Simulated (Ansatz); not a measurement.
Sn24H30, a nanocrystal cut from hexagonal tin, relaxed as a singlet with RKS PBE-D4/def2-SVP in Ansatz, starting from the GFN2-xTB geometry. Force threshold 0.03 eV/Å.

In the def2 sets Sn takes a core potential; there is no spin–orbit coupling. Single mean-field runs in def2-SVP are fitted with def2-universal-jkfit.

Start:

Cartesian coordinates in Å:
```
Sn -3.575 -1.016 3.249
Sn -4.014 -3.573 2.392
Sn -2.255 3.124 2.649
Sn 0.016 3.242 4.731
Sn -1.591 0.457 2.011
Sn 0.556 -1.325 2.144
Sn -2.301 -3.920 0.279
Sn 0.407 -3.981 1.040
Sn 2.875 2.715 2.791
Sn 2.116 0.636 0.917
Sn 4.648 -0.560 1.248
Sn 2.654 -4.098 -0.670
Sn 5.163 -3.266 0.481
Sn -2.111 5.199 0.319
Sn -2.411 0.092 -0.607
Sn -2.662 -2.440 -2.029
Sn 0.448 4.502 -1.224
Sn 3.199 4.791 0.441
Sn -0.440 1.825 -1.449
Sn 1.780 0.195 -1.804
Sn -0.896 -2.316 -4.280
Sn 1.485 -2.524 -2.799
Sn -1.156 2.184 -4.163
Sn -1.530 -0.065 -5.955
H -3.206 -1.036 4.872
H -4.986 -0.160 3.202
H -3.793 -4.696 3.642
H -5.627 -3.791 1.949
H -2.798 2.330 4.254
H 1.610 2.132 5.481
H 1.476 4.774 4.819
H 0.998 -0.997 3.727
H -2.559 -5.572 -0.087
H 0.506 -4.755 2.560
H 4.539 2.319 1.958
H 5.283 -0.785 2.793
H 6.016 0.009 0.441
H 2.110 -5.551 -1.460
H 5.164 -4.800 1.314
H 5.921 -3.893 -0.937
H -2.289 6.171 1.997
H -3.840 4.618 0.604
H -3.706 1.181 -0.643
H -4.380 -2.407 -2.040
H -0.995 4.633 -2.510
H 2.393 6.546 0.226
H 3.399 4.798 -1.473
H 2.856 1.292 -2.452
H -1.113 -4.042 -4.394
H 2.707 -2.304 -3.980
H -2.610 2.926 -4.655
H -0.065 2.906 -5.285
H -2.950 -0.922 -6.505
H -0.467 -0.801 -7.129
```

Estimate the energy that the relaxation releases and the steps that it takes.

8.67 eV, in 12 steps; 59 s on 11 threads of AMD EPYC 7R13 on a shared host and a whole NVIDIA H100 80GB HBM3. The force fell under the threshold at step 9, but the optimiser went on and released 0.010 eV more. No frequencies were taken in this run, so the end may be a saddle point.

Does the start keep its bonding?

By distances, no bond broke or formed, bridged metal pairs apart. The bond that changes most is Sn4–Sn9, from 3.50 to 2.82 Å (atoms count from 1). Metal–metal contacts that move far: Sn4–Sn9 3.50 to 2.82 Å.

Predict the relaxed structure.


Cartesian coordinates in Å:
```
Sn -3.870 -1.146 3.475
Sn -4.127 -3.750 2.414
Sn -1.625 2.944 3.146
Sn 0.983 3.299 4.156
Sn -1.874 0.316 2.105
Sn 0.585 -1.064 2.324
Sn -2.273 -4.092 0.314
Sn 0.353 -3.687 1.270
Sn 2.838 2.986 2.057
Sn 2.628 0.365 0.990
Sn 5.076 -1.030 1.231
Sn 2.243 -4.043 -0.799
Sn 4.853 -3.649 0.197
Sn -2.156 4.821 1.111
Sn -2.504 0.424 -0.649
Sn -2.751 -2.192 -1.720
Sn -0.275 4.494 -0.963
Sn 2.347 4.858 0.008
Sn -0.527 1.884 -2.048
Sn 1.902 0.471 -1.741
Sn -0.924 -2.518 -3.849
Sn 1.678 -2.146 -2.814
Sn -1.234 1.982 -4.784
Sn -1.445 -0.617 -5.868
H -3.463 -1.231 5.163
H -5.387 -0.305 3.364
H -3.845 -4.932 3.656
H -5.744 -3.999 1.828
H -2.782 3.146 4.436
H 1.294 2.112 5.386
H 1.151 4.865 4.892
H 1.005 -1.177 4.015
H -2.398 -5.697 -0.359
H 0.682 -4.826 2.551
H 4.455 3.207 2.675
H 5.555 -1.086 2.900
H 6.316 -0.159 0.379
H 2.075 -5.649 -1.459
H 5.198 -4.813 1.441
H 6.018 -3.893 -1.070
H -2.100 6.440 1.743
H -3.756 4.564 0.484
H -4.032 1.248 -0.834
H -4.377 -2.390 -2.321
H -0.592 5.655 -2.226
H 2.567 6.482 0.587
H 3.482 4.609 -1.284
H 3.151 1.326 -2.610
H -1.064 -4.138 -4.481
H 2.840 -2.313 -4.105
H -2.747 2.820 -4.954
H -0.047 2.901 -5.661
H -3.035 -0.864 -6.523
H -0.316 -0.813 -7.175
```
Bond lengths (bridged metal pairs left out): 33 × Sn–Sn 2.82 to 2.84 Å; 30 × H–Sn 1.74 to 1.75 Å.
